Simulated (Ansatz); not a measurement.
Correlation energies of CH6BFOSi, SMILES `OCB[SiH2]F` by basis set

Z-matrix (Å, degrees):
```
C
B 1 1.491
O 1 1.362 2 127.1
H 1 1.244 2 64.4 3 -100.1
H 1 1.088 2 122.7 3 172.2
Si 2 1.998 1 119.7 3 -175.9
H 2 1.201 1 117.8 3 7.6
H 3 0.963 1 108.6 2 6.5
F 6 1.614 2 109.8 1 -1.6
H 6 1.489 2 110.6 1 116.8
H 6 1.488 2 114.3 1 -121.3
```

Total charge 0; spin multiplicity 1. All single points use the PBE0-D4/def2-TZVP geometry. It is one conformer, not always the lowest. Frozen core, restricted reference, Ansatz. CBS rows extrapolate triple and quadruple zeta; past MP2 they add the triple-zeta difference.

| basis | HF (Eh) | MP2 corr. |
| --- | --- | --- |
| def2-SVP | -529.00594 | -0.69777 |
| def2-TZVPP | -529.40837 | -0.89027 |
| def2-QZVPP | -529.42908 | -0.96144 |

Task: Estimate the CCSD correlation energy and the (T) correction in each basis where they were run (hartree).

Result: 
```tsv
basis	CCSD corr.	(T)
def2-SVP	-0.74707	-0.01818
def2-TZVPP	-0.93069	-0.03293
CBS(def2)	-1.05458	as TZ
```
